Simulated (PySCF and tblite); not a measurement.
Results of a calculation; reference values are marked as such.
System: C₇H₇FN (charge -1), numbered as in [CH2:1]=[CH:2][c:3]1[cH:4][n-:5][c:6]([F:7])[c:8]1[CH3:9].

For the rotation about the C3–C2 bond (torsion C4–C3–C2–C1 from 0° to 179°, rising): electronic barrier 8.51 kcal/mol, zero-point change -0.47 kcal/mol, thermal and entropy terms at 200 K a further 0.11 kcal/mol (symmetry numbers apart). The minimum is Cs, the saddle C1. Level: PBE0/pcSseg-1 + D3(BJ) on GFN2-xTB stationary points, with GFN2-xTB thermal terms. Rate constants are transition-state-theory values, counting equivalent paths, without tunnelling. Programs: tblite and PySCF.

Question: How many equivalent paths lead out of the minimum?

Answer: 2: the symmetry number of the minimum is 1, that of the saddle displaced along its mode 1, and the displaced saddle is chiral while the minimum is not, which doubles the count.

Question: Work out the rate at 200 K.

Answer: ΔG‡ = 8.15 kcal/mol; k_B T/h = 4.2×10¹² s⁻¹; exp(−ΔG‡/RT) = 1.2×10⁻⁹; times 2 gives k = 1×10⁴ s⁻¹. Wigner's tunnelling factor for the 156i cm⁻¹ mode would be 1.05.

The ion is treated without a counter-ion.
